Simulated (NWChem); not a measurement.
All runs are NWChem calculations. System: HAl, charge 0, spin multiplicity 1, displaced from the optimised geometry. The structure started from a generated list of species.

Input file:

```
start mol
memory heap 200 mb stack 900 mb global 1100 mb
geometry units angstroms nocenter noautoz noautosym
  Al     0.000000     0.000000     0.120297
  H      0.000000     0.000000    -3.248013
end
basis spherical
  * library cc-pvdz
end
dft
  xc xpbe96 cpbe96
  semidirect memsize 60000000 filesize 0
  iterations 100
end
task dft energy
```

The output up to the point where the run's verdict is printed (cleaned and shortened):

```
             Northwest Computational Chemistry Package (NWChem) 7.3.0
             --------------------------------------------------------

                                NWChem Input Module
                                -------------------

 Scaling coordinates for geometry "geometry" by  1.889725989
 (inverse scale =  0.529177249)

                             Geometry "geometry" -> ""
                             -------------------------

 Output coordinates in angstroms (scale by  1.889725989 to convert to a.u.)

  No.       Tag          Charge          X              Y              Z
 ---- ---------------- ---------- -------------- -------------- --------------
    1 Al                  13.0000     0.00000000     0.00000000     0.12029700
    2 H                    1.0000     0.00000000     0.00000000    -3.24801300

 Effective nuclear repulsion energy (a.u.)       2.0423607794

            Nuclear Dipole moment (a.u.)
            ----------------------------
        X                 Y               Z
 ---------------- ---------------- ----------------
     0.0000000000     0.0000000000    -3.1825858031


 Summary of "ao basis" -> "" (spherical)
 ------------------------------------------------------------------------------
       Tag                 Description            Shells   Functions and Types
 ---------------- ------------------------------  ------  ---------------------
 *                          cc-pvdz                   on all atoms

  pbe96 is a nonlocal functional; adding pw91lda local functional.

                                 NWChem DFT Module
                                 -----------------

 Summary of "ao basis" -> "ao basis" (spherical)
 ------------------------------------------------------------------------------
       Tag                 Description            Shells   Functions and Types
 ---------------- ------------------------------  ------  ---------------------
 Al                         cc-pvdz                  8       18   4s3p1d
 H                          cc-pvdz                  3        5   2s1p

 Summary of "ao basis" -> "ao basis" (spherical)
[...]
 d= 0,ls=0.5,diis    52   -242.6097711417 -1.79D-02  4.85D-03  1.99D-01     1.8
 d= 0,ls=0.5,diis    53   -242.6308948748 -2.11D-02  7.14D-03  1.54D-01     1.9
 d= 0,ls=0.5,diis    54   -242.6581236398 -2.72D-02  7.88D-03  1.02D-01     1.9
 d= 0,ls=0.5,diis    55   -242.6887054213 -3.06D-02  5.87D-03  5.91D-02     1.9
 d= 0,ls=0.5,diis    56   -242.7090735003 -2.04D-02  4.15D-03  3.41D-02     1.9
 d= 0,ls=0.5,diis    57   -242.7189827085 -9.91D-03  3.26D-03  2.43D-02     2.0
 d= 0,ls=0.5,diis    58   -242.7192027946 -2.20D-04  1.61D-03  2.89D-02     2.0
 d= 0,ls=0.5,diis    59   -242.7214079373 -2.21D-03  1.37D-03  2.69D-02     2.0
 d= 0,ls=0.5,diis    60   -242.7244351974 -3.03D-03  1.30D-03  2.22D-02     2.1
 d= 0,ls=0.5,diis    61   -242.7272760560 -2.84D-03  9.32D-04  1.76D-02     2.1
 d= 0,ls=0.5,diis    62   -242.7285061237 -1.23D-03  6.90D-04  1.60D-02     2.1
 d= 0,ls=0.5,diis    63   -242.7294484318 -9.42D-04  5.64D-04  1.47D-02     2.2
 d= 0,ls=0.5,diis    64   -242.7303181299 -8.70D-04  5.45D-04  1.33D-02     2.2
 d= 0,ls=0.5,diis    65   -242.7312316375 -9.14D-04  6.60D-04  1.16D-02     2.2
 d= 0,ls=0.5,diis    66   -242.7323367712 -1.11D-03  5.05D-04  9.49D-03     2.3
 d= 0,ls=0.5,diis    67   -242.7330661276 -7.29D-04  4.44D-04  8.15D-03     2.3
 d= 0,ls=0.5,diis    68   -242.7336546668 -5.89D-04  4.32D-04  7.08D-03     2.3
 d= 0,ls=0.5,diis    69   -242.7342085636 -5.54D-04  4.49D-04  6.01D-03     2.3
 d= 0,ls=0.5,diis    70   -242.7347531051 -5.45D-04  4.43D-04  4.93D-03     2.4
 d= 0,ls=0.5,diis    71   -242.7352416316 -4.89D-04  3.93D-04  3.96D-03     2.4
 d= 0,ls=0.5,diis    72   -242.7356248798 -3.83D-04  3.63D-04  3.21D-03     2.4
 d= 0,ls=0.5,diis    73   -242.7359409037 -3.16D-04  3.17D-04  2.59D-03     2.5
 d= 0,ls=0.5,diis    74   -242.7361861105 -2.45D-04  3.00D-04  2.12D-03     2.5
 d= 0,ls=0.5,diis    75   -242.7363985980 -2.12D-04  2.67D-04  1.70D-03     2.5
 d= 0,ls=0.5,diis    76   -242.7365669132 -1.68D-04  2.41D-04  1.37D-03     2.6
 d= 0,ls=0.5,diis    77   -242.7367025511 -1.36D-04  2.06D-04  1.10D-03     2.6
 d= 0,ls=0.5,diis    78   -242.7368049297 -1.02D-04  1.87D-04  8.98D-04     2.6
 d= 0,ls=0.5,diis    79   -242.7368895349 -8.46D-05  1.69D-04  7.31D-04     2.6
 d= 0,ls=0.5,diis    80   -242.7369584749 -6.89D-05  1.53D-04  5.94D-04     2.7
 d= 0,ls=0.5,diis    81   -242.7370148642 -5.64D-05  1.39D-04  4.81D-04     2.7
 d= 0,ls=0.5,diis    82   -242.7370609851 -4.61D-05  1.27D-04  3.89D-04     2.7
 d= 0,ls=0.5,diis    83   -242.7370991484 -3.82D-05  1.15D-04  3.13D-04     2.8
 d= 0,ls=0.5,diis    84   -242.7371297815 -3.06D-05  1.05D-04  2.52D-04     2.8
 d= 0,ls=0.5,diis    85   -242.7371550351 -2.53D-05  9.58D-05  2.01D-04     2.8
 d= 0,ls=0.5,diis    86   -242.7371755840 -2.05D-05  8.61D-05  1.60D-04     2.9
 d= 0,ls=0.5,diis    87   -242.7371919537 -1.64D-05  7.75D-05  1.27D-04     2.9
 d= 0,ls=0.5,diis    88   -242.7372050376 -1.31D-05  6.80D-05  1.01D-04     2.9
 d= 0,ls=0.5,diis    89   -242.7372151503 -1.01D-05  6.13D-05  8.13D-05     3.0
 d= 0,ls=0.5,diis    90   -242.7372233156 -8.17D-06  5.60D-05  6.51D-05     3.0
 d= 0,ls=0.5,diis    91   -242.7372300066 -6.69D-06  5.08D-05  5.19D-05     3.0
 d= 0,ls=0.5,diis    92   -242.7372354125 -5.41D-06  4.61D-05  4.12D-05     3.0
 d= 0,ls=0.5,diis    93   -242.7372397591 -4.35D-06  4.11D-05  3.26D-05     3.1
 d= 0,ls=0.5,diis    94   -242.7372431652 -3.41D-06  3.73D-05  2.60D-05     3.1
 d= 0,ls=0.5,diis    95   -242.7372459127 -2.75D-06  3.35D-05  2.06D-05     3.1
 d= 0,ls=0.5,diis    96   -242.7372480858 -2.17D-06  3.01D-05  1.64D-05     3.2
 d= 0,ls=0.5,diis    97   -242.7372498188 -1.73D-06  2.71D-05  1.31D-05     3.2
 d= 0,ls=0.5,diis    98   -242.7372512004 -1.38D-06  2.36D-05  1.04D-05     3.2
 d= 0,ls=0.5,diis    99   -242.7372522268 -1.03D-06  2.11D-05  8.52D-06     3.3
 d= 0,ls=0.5,diis   100   -242.7372530511 -8.24D-07  1.93D-05  6.99D-06     3.3
```

Convergence was not reached. The next line reads: Calculation failed to converge. NWChem stopped with the message: dft energy failed.
